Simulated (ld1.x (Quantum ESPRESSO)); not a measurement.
# Scattering properties, RRKJ potential for Sr

Sr, norm-conserving RRKJ (Kleinman–Bylander form), made with ld1.x (Quantum ESPRESSO) 7.5 (PBEsol, scalar-relativistic). Core [Ar] 3d10, reference 4s2 4p6 4d0 5s1.5 5p0.5. Waves: 4s (bound): rc 1.70 bohr; 4d (bound, empty): rc 3.45 bohr; 4p (bound): rc 2.20 bohr. Local part: the p channel. Core correction: none. rho0 = 0.01.

Occupied shells without a wave of their own: 5p, 5s. They enter only through the test configuration that unscreens the potential.

The phase is arctan(r·u′/u) with u = r·R(r), unwrapped; energies in Ry, scanned from -5 to 5 Ry. A pole is an energy at which the radial function vanishes at the test radius. The pseudo phase is shifted by a multiple of π to meet the all-electron one at the reference energy, and phase errors are pseudo minus all-electron; the curves can meet again beyond the range given. Levels narrower than the energy grid can be missing from the lists of poles. n/a: not evaluated, since a narrow level or a reset projector energy made the automatic matching unsafe.

**Question.** For each channel, where are the poles, and over which energies does the pseudopotential scatter like the atom?

**Answer.**

| channel | radius (bohr) | reference energy (Ry) | poles, all-electron | poles, pseudo | unbroken range about the reference energy with phases within 0.05 rad | phase error 1 Ry above the reference energy (rad) |
| --- | --- | --- | --- | --- | --- | --- |
| s | 3.74 | -3.05 | 0.83 | 0.80 | n/a | n/a |
| p | 3.74 | -1.73 | -1.70, 1.54 | -1.70, 1.45 | below 0.0 | -0.002 |
| d | 3.74 | -0.13 | 0.18, 2.98 | 0.19, 2.56, 4.97 | below 0.9 | +0.043 |

Phases in the p channel:

| E (Ry) | all-electron | pseudo |
| --- | --- | --- |
| -5.00 | 1.446 | 1.446 |
| -4.48 | 1.438 | 1.438 |
| -3.96 | 1.428 | 1.428 |
| -3.44 | 1.416 | 1.416 |
| -2.92 | 1.399 | 1.399 |
| -2.40 | 1.374 | 1.374 |
| -1.88 | 1.285 | 1.285 |
| -1.36 | -1.793 | -1.794 |
| -0.84 | -1.887 | -1.889 |
| -0.32 | -2.106 | -2.114 |
| 0.20 | -3.335 | -3.427 |
| 0.72 | -4.444 | -4.471 |
| 1.24 | -4.652 | -4.669 |
| 1.76 | -4.748 | -4.768 |
| 2.28 | -4.829 | -4.865 |
| 2.80 | -4.954 | -5.067 |
| 3.32 | -5.403 | -6.477 |
| 3.84 | -7.272 | -7.570 |
| 4.36 | -7.652 | -7.734 |
| 4.88 | -7.756 | -7.803 |
